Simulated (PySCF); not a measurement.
# Polarisability and C₆ of Sc (scandium, neutral)

[Ar] 3d2 4s1, high-spin 4F determinant (an excited configuration). Computed with PySCF 2.14 in aug-cc-pVQZ-DK (9s8p6d4f3g2h, 140 functions), with scalar relativity by spin-free X2C-1e. Coupled (time-dependent) response in atomic units; α is the mean over directions.

```tsv
method	mean α (bohr³)	C₆ (like pair)	S(−4)
PBE0	178.6	1797	87740
```

S(−4) is the Cauchy moment in α(ω) = α(0) + S(−4) ω² + …

α(iu) at PBE0:

| u (hartree) | α(iu) (bohr³) |
| --- | --- |
| 0 | 178.6 |
| 0.0500 | 113.3 |
| 0.100 | 69.82 |
| 0.200 | 32.20 |
| 0.300 | 19.07 |
| 0.500 | 9.772 |
| 0.750 | 5.802 |
| 1.00 | 4.019 |
| 1.50 | 2.349 |
| 2.00 | 1.557 |
| 3.00 | 0.8258 |
| 5.00 | 0.3454 |

A single London oscillator, α(iu) = α/(1 + u²/ω²), gives C₆ = (3/4) ω α². Matching the computed C₆ needs ω = 4 × 1797 / (3 × 178.6²) = 0.0751 hartree.
